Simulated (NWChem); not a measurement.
System: Si2H5, doublet; SMILES [SiH2][SiH3]

Here is an NWChem input.

```
start job
memory heap 200 mb stack 900 mb global 1100 mb
geometry units angstroms noautoz
  Si     0.120792    -1.228669     0.094558
  Si     0.038236     1.107403     0.023443
  H      1.071144    -1.846579    -0.898981
  H     -1.226553    -1.898390     0.003062
  H     -0.856900     1.602215     1.127379
  H      1.423375     1.657031     0.233123
  H     -0.489390     1.631873    -1.289744
end
basis spherical
  * library def2-svp
end
dft
  odft
  mult 2
  xc r2scan
  iterations 150
  grid medium becke
end
task dft gradient
```

NWChem printed, in part:

```
             Northwest Computational Chemistry Package (NWChem) 7.3.0
             --------------------------------------------------------

 CS  symmetry detected

                             Geometry "geometry" -> ""
                             -------------------------

 Output coordinates in angstroms (scale by  1.889725989 to convert to a.u.)

  No.       Tag          Charge          X              Y              Z
 ---- ---------------- ---------- -------------- -------------- --------------
    1 Si                  14.0000     0.06492856    -1.21348721     0.00000000
    2 Si                  14.0000     0.00733700     1.12441536     0.00000000
    3 H                    1.0000    -0.52320678    -1.84777488     1.23448100
    4 H                    1.0000    -0.52320678    -1.84777488    -1.23448100
    5 H                    1.0000     0.71681888     1.63507327    -1.22498474
    6 H                    1.0000     0.71681888     1.63507327     1.22498474
    7 H                    1.0000    -1.39894212     1.67240905     0.00000000

 Effective nuclear repulsion energy (a.u.)      82.1069107068

      Symmetry information
      --------------------

 Group name             Cs
 Group number              2
 Group order               2
 No. of unique centers     5

                                 NWChem DFT Module
                                 -----------------

 Summary of "ao basis" -> "ao basis" (spherical)
 ------------------------------------------------------------------------------
       Tag                 Description            Shells   Functions and Types
 ---------------- ------------------------------  ------  ---------------------
 Si                         def2-svp                 8       18   4s3p1d
 H                          def2-svp                 3        5   2s1p

      Symmetry analysis of basis
      --------------------------

        a'         40
        a"         21

            General Information
            -------------------
          SCF calculation type: DFT
          Wavefunction type:  spin polarized.
          No. of atoms     :     7
          No. of electrons :    33
           Alpha electrons :    17
            Beta electrons :    16
          Charge           :     0
          Spin multiplicity:     2
          Use of symmetry is: on ; symmetry adaption is: on
          Maximum number of iterations: 150
          AO basis - number of functions:    61
                     number of shells:    31
          Convergence on energy requested:  1.00D-06
          Convergence on density requested:  1.00D-05
          Convergence on gradient requested:  5.00D-04

              XC Information
              --------------
                      r^2SCAN Method XC Functional
               r^2SCAN metaGGA Exchange Functional  1.000
                     r^2SCAN Correlation Potential  1.000

             Grid Information
             ----------------
          Grid used for XC integration:  medium
          Radial quadrature: Mura-Knowles
          Angular quadrature: Lebedev.
          Tag              B.-S. Rad. Rad. Pts. Rad. Cut. Ang. Pts.
          ---              ---------- --------- --------- ---------
          Si                  1.10       88          10.0       590
          H                   0.35       45          11.0       434
          Grid pruning is: on
          Number of quadrature shells:   311
          Spatial weights used: Becke

      Superposition of Atomic Density Guess
      -------------------------------------

 Sum of atomic energies:        -579.97348371

      Non-variational initial energy
      ------------------------------

 Total energy =    -580.393005
 1-e energy   =    -966.729364
 2-e energy   =     304.229448
 HOMO         =      -0.137236
 LUMO         =       0.077339

   Symmetry analysis of molecular orbitals - initial alpha
   -------------------------------------------------------

  Numbering of irreducible representations:

     1 a'          2 a"

  Orbital symmetries:

     1 a'          2 a'          3 a'          4 a'          5 a"
     6 a'          7 a'          8 a"          9 a'         10 a'
    11 a'         12 a'         13 a"         14 a'         15 a"
    16 a'         17 a'         18 a"         19 a'         20 a'
    21 a'         22 a'         23 a"         24 a'         25 a'
    26 a"         27 a'

   Symmetry analysis of molecular orbitals - initial beta
   ------------------------------------------------------

  Numbering of irreducible representations:

     1 a'          2 a"

  Orbital symmetries:

     1 a'          2 a'          3 a'          4 a'          5 a"
     6 a'          7 a'          8 a"          9 a'         10 a'
    11 a'         12 a'         13 a"         14 a'         15 a"
    16 a'         17 a'         18 a"         19 a'         20 a'
    21 a'         22 a'         23 a"         24 a'         25 a'
    26 a"         27 a'

   convergence    iter        energy       DeltaE   RMS-Dens  Diis-err
 ---------------- ----- ----------------- --------- --------- ---------
 d= 0,ls=0.0,diis     1   -581.6663246490 -6.64D+02  4.98D-03  3.18D-02
                                                     3.61D-03  2.88D-02
 d= 0,ls=0.0,diis     2   -581.6837706920 -1.74D-02  2.16D-03  4.36D-03
                                                     1.98D-03  4.07D-03
 d= 0,ls=0.0,diis     3   -581.6864849413 -2.71D-03  8.12D-04  1.59D-03
                                                     6.41D-04  1.39D-03
 d= 0,ls=0.0,diis     4   -581.6877220429 -1.24D-03  1.34D-04  1.17D-05
                                                     7.30D-05  1.05D-05
 d= 0,ls=0.0,diis     5   -581.6877343692 -1.23D-05  3.84D-05  1.64D-06
                                                     4.30D-05  1.99D-06
  Resetting Diis
 d= 0,ls=0.0,diis     6   -581.6877364573 -2.09D-06  2.22D-05  2.96D-07
                                                     1.11D-05  1.59D-07
 d= 0,ls=0.0,diis     7   -581.6877367597 -3.02D-07  7.44D-06  3.77D-08
                                                     9.22D-06  5.52D-08

         Total DFT energy =     -581.687736759681
      One electron energy =     -968.194296562880
           Coulomb energy =      347.941998567516
    Exchange-Corr. energy =      -43.542349471096
 Nuclear repulsion energy =       82.106910706780

 Numeric. integr. density =       32.999999474248

                  Occupations of the irreducible representations
                  ----------------------------------------------

                     irrep           alpha         beta
                     --------     --------     --------
                     a'               13.0         12.0
                     a"                4.0          4.0

                    DFT Final Alpha Molecular Orbital Analysis
                    ------------------------------------------

 Vector   15  Occ=1.000000D+00  E=-3.184951D-01  Symmetry=a"
              MO Center=  1.4D-01,  1.3D-01,  7.2D-16, r^2= 4.9D+00
   Bfn.  Coefficient  Atom+Function         Bfn.  Coefficient  Atom+Function
  ----- ------------  ---------------      ----- ------------  ---------------
    47      0.254338  5 H  s                 52     -0.254338  6 H  s
    37      0.222643  3 H  s                 42     -0.222643  4 H  s
    28     -0.220094  2 Si pz                10      0.190755  1 Si pz
    31     -0.176791  2 Si pz                13      0.154711  1 Si pz
    48      0.139296  5 H  s                 53     -0.139296  6 H  s

 Vector   16  Occ=1.000000D+00  E=-2.918002D-01  Symmetry=a'
              MO Center=  3.6D-02, -1.7D-01,  1.3D-15, r^2= 3.5D+00
   Bfn.  Coefficient  Atom+Function         Bfn.  Coefficient  Atom+Function
  ----- ------------  ---------------      ----- ------------  ---------------
     9      0.290871  1 Si py                27     -0.279846  2 Si py
    12      0.242094  1 Si py                30     -0.221899  2 Si py
    37     -0.170779  3 H  s                 42     -0.170779  4 H  s
     6     -0.157170  1 Si py                24      0.151539  2 Si py
    47     -0.140799  5 H  s                 52     -0.140799  6 H  s

 Vector   17  Occ=1.000000D+00  E=-2.059251D-01  Symmetry=a'
              MO Center=  2.5D-01, -1.1D+00, -3.1D-15, r^2= 2.9D+00
   Bfn.  Coefficient  Atom+Function         Bfn.  Coefficient  Atom+Function
  ----- ------------  ---------------      ----- ------------  ---------------
    11      0.545342  1 Si px                 8      0.384420  1 Si px
     4      0.237654  1 Si s                  5     -0.202683  1 Si px
     3      0.193981  1 Si s                 12     -0.155449  1 Si py
    58      0.140115  7 H  s                 57      0.133059  7 H  s
     9     -0.123412  1 Si py                30      0.110575  2 Si py

[...]

                         DFT ENERGY GRADIENTS

    atom               coordinates                        gradient
                 x          y          z           x          y          z
   1 Si      0.122697  -2.293158   0.000000    0.003800   0.001564   0.000000
   2 Si      0.013865   2.124837   0.000000   -0.000214  -0.002210   0.000000
   3 H      -0.988717  -3.491788   2.332831   -0.001743  -0.001537   0.003073
   4 H      -0.988717  -3.491788  -2.332831   -0.001743  -0.001537  -0.003073
   5 H       1.354591   3.089840  -2.314885    0.001706   0.001134  -0.002946
   6 H       1.354591   3.089840   2.314885    0.001706   0.001134   0.002946
   7 H      -2.643617   3.160395   0.000000   -0.003510   0.001452   0.000000
```

Level: r2SCAN/def2-SVP, spin-unrestricted. Coordinates come from a PBE-D3(BJ)/def2-SVP, spin-unrestricted optimisation. No stability test was run on the SCF state.
